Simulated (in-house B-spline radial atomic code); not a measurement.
RPA and G0W0 on LDA VWN5: Ni5+

Configuration [Ar] 3d5, highest spin, mean-field start LDA VWN5. Computed with a B-spline radial code for spherical atoms: all electrons, non-relativistic, point nucleus, each spin shell either full or empty, empty states to l = 9 with an (l + 1/2)⁻⁴ tail; G0W0 by contour deformation at full frequency.

Command:
```bash
python run_gw.py task.json out
```
Settings (radii: box in bohr, nucleus in fm):
```
Z                        28
electrons                23
configuration            [Ar] 3d5
hamiltonian              nr
method                   lda,vwn
lmax                     9
spin_polarised           True
box_radius               10.43
intervals                49
```

Time taken, with all properties: 1 s on 1 thread of Intel(R) Xeon(R) 6975P-C (Granite Rapids), on a shared host.

Energies (hartree):

```csv
term,value
mean-field total,-1498.39159
Hartree-Fock functional on these orbitals,-1500.11402
direct second order,-1.7852
second-order exchange,0.58332
SOSEX correction,0.54027
```

**Question.** What is the RPA correlation energy, and what remains with SOSEX?

**Answer.** RPA gives -1.5835 hartree (-1.87 eV per electron); RPA + SOSEX gives -1.0432, and the second-order doubles -1.2019 hartree (no singles). RPA lacks exchange-type terms and so overcorrelates at short range.

Quasi-particle levels (eV):

| level | occupied | mean field | Σx - vxc | Σc | QP weight | G0W0 |
| --- | --- | --- | --- | --- | --- | --- |
| 3d up | yes | -95.58 | -14.48 | ? | ? | ? |
| 3p down | yes | -152.29 | -13.35 | 0.77 | 0.946 | -164.87 |
| 3d down | no | -88.83 | 17.24 | -5.81 | 0.955 | -77.40 |

G0W0 = mean field + (Σx - vxc) + Σc, with Σc (partial-wave tail included) taken at the quasi-particle energy. Only the outer levels were computed. Levels of low weight are left out.

**Question.** Where does G0W0 put 3d up?

**Answer.** At -108.34 eV, with Σc = 1.72 eV and a quasi-particle weight of 0.953. The tabulated removal energy is 108 ± 1 eV (NIST, semi-empirical); the calculation leaves out relativity, Breit and QED terms, and what these don't explain is the method's own error.
